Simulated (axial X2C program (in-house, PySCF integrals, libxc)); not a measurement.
## Spin–orbit effects down a group: molecules with H (ions), PBE0

All values come from calculations with an axial X2C code built on PySCF integrals, spin-free (one-electron X2C) or two-component (2c: spin–orbit coupling with atomic mean-field Coulomb and Gaunt terms, which also bring small scalar terms), in Dyall basis sets with cores contracted in-house; open shells are unrestricted.

Basis sets: Ba dyall-cv3z, Be dyall-cv3z, Ca dyall-cv3z, H dyall-v3z, Mg dyall-cv3z, Sr dyall-cv3z.

| molecule | spin-free state | Re (Å) | ωe (cm⁻¹) | De (eV) | 2c state | Re 2c (Å) | ωe 2c (cm⁻¹) | De 2c (eV) |
| --- | --- | --- | --- | --- | --- | --- | --- | --- |
| BeH⁺ | M_S = 0, Λ = 0 | 1.318 | 2205.0 | 2.95 | Ω = 0 | 1.318 | 2204.9 | 2.95 |
| MgH⁺ | ? | ? | ? | ? | ? | ? | ? | ? |
| CaH⁺ | M_S = 0, Λ = 0 | 1.877 | 1527.1 | 2.28 | Ω = 0 | 1.877 | 1527.2 | 2.28 |
| SrH⁺ | M_S = 0, Λ = 0 | 2.019 | 1428.8 | 2.17 | Ω = 0 | 2.019 | 1429.1 | 2.17 |
| BaH⁺ | M_S = 0, Λ = 0 | 2.121 | 1372.0 | 2.54 | Ω = 0 | 2.120 | 1373.0 | 2.55 |

Problem. Estimate the 2c Re and ωe of MgH⁺ as the mean of its neighbours in the table.

Solution. Re ≈ 1.598 Å, ωe ≈ 1866.1 cm⁻¹. The PBE0 runs give the row below, so the estimate misses by -0.056 Å and 138.3 cm⁻¹.

| molecule | spin-free state | Re (Å) | ωe (cm⁻¹) | De (eV) | 2c state | Re 2c (Å) | ωe 2c (cm⁻¹) | De 2c (eV) |
| --- | --- | --- | --- | --- | --- | --- | --- | --- |
| MgH⁺ | M_S = 0, Λ = 0 | 1.654 | 1727.9 | 1.94 | Ω = 0 | 1.654 | 1727.8 | 1.94 |

Fragments in 2c: Be+ + H, Mg+ + H, Ca+ + H, Sr+ + H, Ba+ + H. Each entry is the lowest single determinant of a limited PBE0 search at one distance. De goes to single-determinant-based atoms at the same level (for ions the charge split of lowest energy) and is withheld (n/a) where an atom does not fit its ground term or J level. Main or longest-lived isotopes.
